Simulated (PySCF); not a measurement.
ZnCl2, SMILES [Cl][Zn][Cl]. Heavy atoms are numbered as in [Zn:1]([Cl:2])[Cl:3].

Geometry: B3LYP-D3(BJ)/def2-TZVP. The isomer is the one that the SMILES or the coordinates give; other isomers of the formula were not compared.

The numbers are results of PySCF with HF/pcSseg-2, not measurements.

GIAO shieldings, no solvent; atoms alike by connectivity are averaged. δ = σ(ref) − σ: ³⁵Cl against HCl (σ = 947.2 ppm), references at their B3LYP-D3(BJ)/def2-TZVP geometries, non-relativistic (without spin–orbit terms, shifts of atoms bonded to Cl or Br come out too high).

| nucleus | atoms | count | δ (ppm) |
|---|---|---|---|
| ³⁵Cl | Cl2 | 2 | -163.9 |
